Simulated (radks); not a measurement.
The numbers below are computed, except where a source is named.
Q: The mean radii <r> (bohr) of the occupied orbitals of an atom or ion are listed with their occupations. Code: a radial shooting solver on a logarithmic mesh with Libxc functionals. Model: scalar-relativistic Kohn-Sham, LDA (Slater exchange, VWN5 correlation), spin-polarised, spherical densities, finite nucleus; Fermi nuclear charge, rms radius of each element as measured or else 0.836 A^(1/3) + 0.57 fm.

| orbital | occ. | <r> |
|---|---|---|
| 1s up | 1 | 0.1106 |
| 1s down | 1 | 0.1105 |
| 2s up | 1 | 0.4695 |

Name the element and its charge. Open shells, if any, are filled with parallel spins first.

A: Z = 14, silicon, charge +11: Si11+ in [He] 2s1. The 1s radius gives Z: for a bare nucleus <r> = (2 gamma + 1)/(2Z) with gamma = sqrt(1 - (Z/c)^2), 0.1068 bohr for Z = 14, and screening makes it slightly larger (0.1106 here). The occupations add up to 3, and the charge is Z minus that.
